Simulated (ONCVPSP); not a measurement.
**terbium (Tb): one change to an ONCV potential, before and after**

| Item | Value |
| --- | --- |
| Element | Tb (Z = 65) |
| Generator | ONCVPSP 4.0.1 |
| Type | optimised norm-conserving Vanderbilt (ONCV) |
| Functional | PBE |
| Relativity | scalar-relativistic |
| Frozen core | [Kr] 4d10 4f8 |
| Valence charge | 11 |
| Reference configuration | 5s2 5p6 5d1 6s1.5 (charge +0.5) |
| Partial waves | 5s+6s: rc 2.00 bohr, ncon 3, nbas 6, qcut 6.8 1/bohr, 2 projectors; 5p: rc 1.55 bohr, ncon 4, nbas 9, qcut 4.5 1/bohr, 2 projectors, debl 3.3 Ha; 5d: rc 3.35 bohr, ncon 3, nbas 8, qcut 4.9 1/bohr, 2 projectors, debl 0.8 Ha |
| Local potential | polynomial inside 1.00 bohr (lpopt 5, dvloc0 0 Ha) |
| Core correction | none |

Change: fully relativistic.

Cutoffs: the cutoffs (Ha) at which the residual kinetic energy of the hardest occupied pseudo-wave falls to 1 and 0.1 mHa per electron; they do not see the model core or the augmentation charge, which bear on the density cutoff. Errors are all-electron minus pseudo energies relative to the spin-unpolarised reference configuration.

**Question.** What does the change do?

**Answer.** The potential gets neither clearly harder nor softer (72 Ha and 114 Ha → 72 Ha and 114 Ha); both files keep a bound ghost (s); of the 4 tests that both files solve, the error grows in 2 and shrinks in 1 by more than 15 % and 0.3 meV (median size 6.9 → 9.2 meV).

```csv
quantity,base,changed
"cutoff, loose",72 Ha,72 Ha
"cutoff, tight",114 Ha,114 Ha
loose cutoff by channel,"s 16 Ha, p 72 Ha, d 7.0 Ha","s 16 Ha, p 72 Ha, d 7.1 Ha"
bound ghosts,s,s
GHOST(+) flags under 300 eV,"d at 87.2 eV, p at 125.1 eV","d5/2 at 83.7 eV, d3/2 at 98.0 eV, p3/2 at 117.8 eV, p1/2 at 141.0 eV"
"error for 5s2 5p6 5d1 6s2, meV [ΔE -2.72 eV]",+1.3,+0.5
"error for 5s2 5p6 5d1 6s1, meV [ΔE 4.02 eV]",+0.1,+1.3
"error for 5s2 5p6 5d1 6s0, meV [ΔE 16.29 eV]",+12,+17
"error for 5s1 5p6 5d1 6s2, meV [ΔE 54.21 → 54.14 eV]",-356,-324
s: phases at 2.03 bohr within 0.05 rad from the reference energy up to (Ha; the scan ends near 5),to the end of the scan,to the end of the scan
```

 A true bound ghost makes a file unfit for plane-wave use even where its test errors are small: the radial tests pick states by their node count and pass the ghost by.
